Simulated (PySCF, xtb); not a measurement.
5,5-difluorocyclopenta-1,3-diene (C₅H₄F₂), SMILES FC1(F)C=CC=C1. The values are those of a single conformer.

Harmonic wavenumbers (cm⁻¹) from xtb 6.7.1 with GFN2-xTB at its own minimum, in rising order: 132, 240, 397, 441, 516, 541, 629, 758, 780, 782, 855, 874, 887, 996, 1021, 1060, 1066, 1128, 1189, 1221, 1298, 1597, 1659, 3140, 3146, 3174, 3174.

What does PBE0-D3(BJ)/def2-SVP run with PySCF 2.14.0 give at its own minimum? (An estimate is asked for; the answer gives what the named calculation found.)

166, 258, 439, 468, 554, 568, 690, 739, 772, 773, 869, 978, 981, 989, 1064, 1087, 1173, 1212, 1270, 1328, 1395, 1668, 1713, 3238, 3248, 3273, 3275. Paired by order, the mean absolute difference is 58 cm⁻¹ and the zero-point energies are 46.8 and 48.9 kcal/mol.
